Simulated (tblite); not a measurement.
Compound: C4H10OSi2.
Geometry (GFN2-xTB, Å), atoms numbered from 1 in this order:
```
atom  x, y, z in Å
C1    -2.5952    2.1657    0.2856
C2    -2.2197    1.0287    0.3916
Si3   -1.5982   -0.7125    0.5813
O4    -2.3960   -1.7363   -0.4055
C5     0.2137   -0.8146    0.0294
C6     1.0829    0.2753    0.6566
Si7    2.8949    0.1801    0.0927
H8    -2.9264    3.1603    0.1885
H9    -1.7932   -1.0861    1.9884
H10   -3.3445   -1.8211   -0.3828
H11    0.6195   -1.7935    0.2909
H12    0.2723   -0.7413   -1.0580
H13    0.6652    1.2520    0.4022
H14    1.0271    0.1982    1.7447
H15    3.4849   -1.0855    0.5391
H16    2.9546    0.2462   -1.3698
H17    3.6512    1.2966    0.6646
```

Level: GFN2-xTB in tblite, geometry and Hessian alike; calculated harmonic values, unscaled, isolated species. Against measured fundamentals such values can be off by several per cent, at times by over 20. Modes of hydrogen on silicon can be 10 to 20 % off. One conformer, not necessarily the lowest.

Harmonic wavenumbers (cm⁻¹): 42.3, 53.2, 85.8, 125.7, 135.0, 154.5, 220.7, 234.5, 274.2, 300.2, 320.5, 508.0, 532.9, 625.4, 637.7, 678.0, 685.2, 697.6, 708.8, 749.9, 760.2, 785.3, 794.8, 797.4, 823.3, 836.7, 891.1, 1071.6, 1073.6, 1201.9, 1267.2, 1318.9, 1483.3, 1490.4, 2197.9, 2211.7, 2243.7, 2250.9, 2254.8, 2953.0, 2966.7, 2974.5, 2981.4, 3349.1, 3677.7.

A = 2712, B = 812.4, C = 660.5 MHz; mass 130.027 u (most abundant isotopes); point group C1, symmetry number 1.

Task: Zero-point energy?

Result: Half the sum of the wavenumbers: 26214 cm⁻¹ = 313.59 kJ/mol.

Task: What is S at 273.15 K and 1 bar for an ideal gas of classical rigid rotors and harmonic oscillators?

Result: Translation 167.74, rotation 123.51, vibration 135.85: S = 427.1 J/(mol K).

Task: And Cp and H(273.15 K) − H(0)?

Result: Cp = 167.09 J/(mol K), of which vibrations give 133.83 (their classical limit is 45 R = 374.2); H(273.15 K) − H(0) = 28.29 kJ/mol without the zero-point energy, 19.20 from vibrations.

Task: Blend soft modes into free rotors: weight 1/[1 + (100 cm⁻¹/ν̃)⁴] for the oscillator and the rest for a rotor with moment μB/(μ + B), μ = h/(8π²ν), B = 10⁻⁴⁴ kg m². What vibrational entropy results?

Result: 123.69 J/(mol K) in place of 135.85, which changes −T·S at 273.15 K by +3.32 kJ/mol.

Task: How do the functions run with temperature in this model?

Result: 
```json
{"T (K)": "150", "S (J/(mol K))": "345.1", "Cp (J/(mol K))": "111.7", "H − H(0) (kJ/mol)": "11.10", "G − H(0) (kJ/mol)": "-40.67", "ln q(vib)": "3.97"}
{"T (K)": "250", "S (J/(mol K))": "412.8", "Cp (J/(mol K))": "157.0", "H − H(0) (kJ/mol)": "24.54", "G − H(0) (kJ/mol)": "-78.65", "ln q(vib)": "7.16"}
{"T (K)": "298.15", "S (J/(mol K))": "442.2", "Cp (J/(mol K))": "177.5", "H − H(0) (kJ/mol)": "32.60", "G − H(0) (kJ/mol)": "-99.24", "ln q(vib)": "8.65"}
{"T (K)": "400", "S (J/(mol K))": "499.6", "Cp (J/(mol K))": "213.7", "H − H(0) (kJ/mol)": "52.60", "G − H(0) (kJ/mol)": "-147.26", "ln q(vib)": "11.72"}
{"T (K)": "600", "S (J/(mol K))": "596.3", "Cp (J/(mol K))": "262.9", "H − H(0) (kJ/mol)": "100.63", "G − H(0) (kJ/mol)": "-257.18", "ln q(vib)": "17.37"}
{"T (K)": "900", "S (J/(mol K))": "712.4", "Cp (J/(mol K))": "309.0", "H − H(0) (kJ/mol)": "186.99", "G − H(0) (kJ/mol)": "-454.20", "ln q(vib)": "24.90"}
```

q(vib) and H(0) count from the zero-point level.

Task: What must be added to the electronic energy to get the Gibbs energy at 273.15 K and 1 bar?

Result: ZPE + [H(273.15 K) − H(0)] − T·S = 313.59 + 28.29 − 116.66 = 225.22 kJ/mol.

Task: Which modes carry the vibrational entropy at 273.15 K?

Result: 42.3 cm⁻¹: 20.82; 53.2 cm⁻¹: 18.92; 85.8 cm⁻¹: 14.99; 125.7 cm⁻¹: 11.89; 135.0 cm⁻¹: 11.32; 154.5 cm⁻¹: 10.25 J/(mol K); the other 39 give 47.66 together.

Hindered rotation and anharmonicity are outside this model. Other conformers, if any are populated, would add a mixing term that is left out. The structure is chiral; the term R ln 2 for an equal mix with its mirror image is left out.

On one thread, Arm Neoverse N1 (aarch64), shared host with 64 logical CPUs at a one-minute load of 61, this took 1.1 s wall. This covers the Hessian and the dipole derivatives.
